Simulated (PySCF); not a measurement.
# Telling isomers of C$_{7}$H$_{12}$N$_{2}$O apart by NMR

[PySCF 2.14.0 with density-fitted response routines: GFN2-xTB geometry; σ from GIAO-PBE0/pcSseg-1; fast rotation and ring inversion assumed for equivalent nuclei; isolated molecule; no relativistic terms; a single conformation]

Shifts are taken against calculated references (same method and geometry level): $^{1}$H (σ = 31.72 ppm), $^{13}$C (σ = 186.93 ppm) vs TMS. Where no couplings were computed, multiplicities follow the n + 1 count of equivalent neighbours, and m marks all less simple cases (inequivalent or close neighbours, rings, F or P nearby). Acid and N–H amide carbonyl carbons lie up to 10 ppm further downfield in solution (hydrogen bonding). Shifts are as computed. Against solution values, carbons near 30 ppm lie about +3 ppm off and those near 130 ppm about +5 ppm. Of 1211 compounds with measured shifts, 218 miss one by over three times the rms of a fit or turn the order of signals round; such compounds aren't used in these exercises. OH and NH positions are gas-phase values without hydrogen bonding to other molecules.

(1) Tabulate the signals of `C=C(C)[C@@H](/C=N/C)NC=O`, `C=CC1=NN(C)C[C@@H]1OC`, `COc1ccnn1C(C)C`, `CC(=O)N[C@@H]1C=NCCC1` and their relative energies.

(2) What is the quickest way to tell C=C(C)[C@@H](/C=N/C)NC=O from CC(=O)N[C@@H]1C=NCCC1?

(3) What is the quickest way to tell C=C(C)[C@@H](/C=N/C)NC=O from C=CC1=NN(C)C[C@@H]1OC?

(4) What is the quickest way to tell C=CC1=NN(C)C[C@@H]1OC from COc1ccnn1C(C)C?

## Answers

(1) 
```tsv
SMILES	carbon types	δC	δH	E rel. (kcal/mol)
C=C(C)[C@@H](/C=N/C)NC=O	1×C 3×CH 1×CH2 2×CH3	164.7, 161.5, 158.7, 120.6, 57.1, 49.5, 29.1	8.24 (d, 1H), 7.69 (d, 1H), 7.08 (br, 1H), 5.41 (br s, 1H), 4.88 (br s, 1H), 4.78 (m, 1H), 3.71 (s, 3H), 2.47 (s, 3H)	24.6
C=CC1=NN(C)C[C@@H]1OC	1×C 2×CH 2×CH2 2×CH3	147.1, 137.5, 119.9, 89.3, 61.8, 59.1, 42.2	6.80 (m, 1H), 5.63 (m, 1H), 5.45 (m, 1H), 4.87 (m, 1H), 3.77 (m, 1H), 3.48 (s, 3H), 3.11 (s, 3H), 2.81 (m, 1H)	54.8
COc1ccnn1C(C)C	1×C 3×CH 3×CH3	159.8, 140.8, 86.5, 58.3, 48.5, 24.7	7.46 (m, 1H), 5.38 (m, 1H), 4.44 (sept, 1H), 4.01 (s, 3H), 1.44 (d, 6H)	21.2
CC(=O)N[C@@H]1C=NCCC1	1×C 2×CH 3×CH2 1×CH3	168.9, 168.5, 52.9, 48.2, 31.2, 25.6, 24.2	7.69 (d, 1H), 4.77 (m, 1H), 4.50 (br, 1H), 4.21 (m, 1H), 3.70 (m, 1H), 1.99 (m, 1H), 1.95 (s, 3H), 1.79 (m, 1H), 1.61 (m, 1H), 1.07 (m, 1H)	0.0
```

Energies are electronic energies at PBE0/pcSseg-1 on these geometries, without zero-point or thermal terms, each for the one conformer computed, which needn't be the lowest.

(2) Both give the same number of carbon signals, but DEPT or the intensities differ. The first has a terminal =CH2 carbon at 120.6 ppm, the second an sp3 CH2 bonded to N at 52.9 ppm. Their most deshielded carbons lie at 164.7 and 168.9 ppm. In the proton spectra the most deshielded non-exchanging signals are 8.24 (d, 1H) and 7.69 (d, 1H).

(3) Both give the same number of carbon signals, but DEPT or the intensities differ. The first has an allylic sp3 CH bonded to N at 57.1 ppm, the second an sp3 CH2 bonded to N at 61.8 ppm. Their most deshielded carbons lie at 164.7 and 147.1 ppm. In the proton spectra the most deshielded non-exchanging signals are 8.24 (d, 1H) and 6.80 (m, 1H).

(4) Count the carbon signals: 7 against 6. The first has a terminal =CH2 carbon at 119.9 ppm, the second an sp3 CH bonded to N at 48.5 ppm. Their most deshielded carbons lie at 147.1 and 159.8 ppm. In the proton spectra the most deshielded non-exchanging signals are 6.80 (m, 1H) and 7.46 (m, 1H).
